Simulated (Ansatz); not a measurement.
def2 core potentials replace the inner electrons of Sb.

Cartesian coordinates (Å):
SMILES: C(F)(F)(F)[CH2][Sb]([OH])[OH]
```xyz
12

O     -2.3964    -1.4117    -0.4183
Sb    -1.1386    -0.9457     1.0632
O     -1.5817     0.9900     1.2050
C      0.6029    -0.6662    -0.3145
C      1.4734     0.5092     0.0026
F      0.8261     1.6833    -0.2342
F      2.6023     0.5472    -0.7238
F      1.8404     0.5239     1.3014
H     -2.6251    -0.6229    -0.9347
H     -1.0106     1.5448     0.6521
H      1.2124    -1.5806    -0.2683
H      0.1948    -0.5713    -1.3304
```
Charge 0, spin multiplicity 1.

All values below come from frozen-core CCSD(T)/def2-TZVPP // B3LYP-D3(BJ)/def2-SVP (Ansatz, a first-principles code).

```json
{
  "HF energy": "-765.64067 Ha",
  "MP2 correlation energy": "-1.90920 Ha"
}
```

### Question
Estimate the CCSD correlation energy, the (T) correction, the total energy and the T1 diagnostic.

### Answer

```yaml
CCSD correlation energy: -1.91056 Ha
"(T) correction": -0.06740 Ha
CCSD(T) total energy: -767.61863 Ha
T1 diagnostic: 0.014
```
